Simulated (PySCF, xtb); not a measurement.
CF, SMILES [C]F (connectivity only; charge and spin as stated), charge +1, multiplicity 1.

Coordinates come from a PBE0-D3(BJ)/def2-TZVPD optimisation.

These are IEF-PCM-ωB97X/def2-TZVPD (PySCF) values and carry that method's errors.

The values are the electrostatic part of the solvation free energy, E(continuum) − E(gas) at the gas-phase geometry, in a cavity of scaled van der Waals radii (PySCF's table); cavitation and dispersion terms are not included. In vacuum the orbital gap is 14.82 eV.

Task: Estimate the values in water (ε = 78.36), tetrahydrofuran (ε = 7.43), cyclohexanone (ε = 15.62). (An estimate is asked for; the answer gives what the named calculation found.)

Result: 
```json
[
 {"solvent": "water", "ε": "78.36", "ΔG(elec) (kcal/mol)": "-77.7", "gap (eV)": "14.90"},
 {"solvent": "tetrahydrofuran", "ε": "7.43", "ΔG(elec) (kcal/mol)": "-68.0", "gap (eV)": "14.89"},
 {"solvent": "cyclohexanone", "ε": "15.62", "ΔG(elec) (kcal/mol)": "-73.6", "gap (eV)": "14.90"}
]
```

For comparison, GFN2-xTB/ALPB(water) (xtb, at the GFN2-xTB geometry, all terms of that model) gives -81.3 kcal/mol.
